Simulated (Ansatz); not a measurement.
Two isomers of CH5NOSi: A = `CO[Si]N`, B = `N[SiH2]C=O`.

Program: Ansatz. Geometries: PBE0-D4/def2-TZVP. ΔE: electronic, gas phase. CBS: MP2 limit from def2 TZ/QZ plus the TZ coupled-cluster correction, frozen cores. DFT in def2-TZVPP. B3LYP here is the variant with VWN-RPA as its local correlation; programs differ in this. Each species was taken in one conformer, which may not be the lowest.

Question: Which is lower in electronic energy at CCSD(T)/CBS, and by how much? (Best estimate.)

Answer: Ansatz gave: A, by 104.2 kJ/mol.

Question: Give E(B) − E(A) in kJ/mol with CCSD(T)/def2-SVP, B3LYP-D4, r2SCAN-D4, CCSD(T)/def2-TZVPP, PBE0-D4, CCSD/def2-TZVPP, B2PLYP. (An estimate is asked.)

Answer: Ansatz gave: CCSD(T)/def2-SVP 91.4, B3LYP-D4 102.9, r2SCAN-D4 97.0, CCSD(T)/def2-TZVPP 103.4, PBE0-D4 102.7, CCSD/def2-TZVPP 104.8, B2PLYP 102.6. None reverses the order clearly.

Question: Does the order hold for the free energy at 298.15 K (harmonic terms from PBE0-D4)? (Estimate.)

Answer: Computed: Yes: G(B) − G(A) = +81.9 kJ/mol, for one conformer each.

Largest T1 diagnostic: 0.014.

At CCSD(T), def2-SVP lies −12.8 kJ/mol from the extrapolated value and def2-TZVPP −0.8 kJ/mol. From r2SCAN to r2SCAN0 (25 % exact exchange), in def2-TZVPP and without D4, E(B) − E(A) moves by +5.3 kJ/mol.
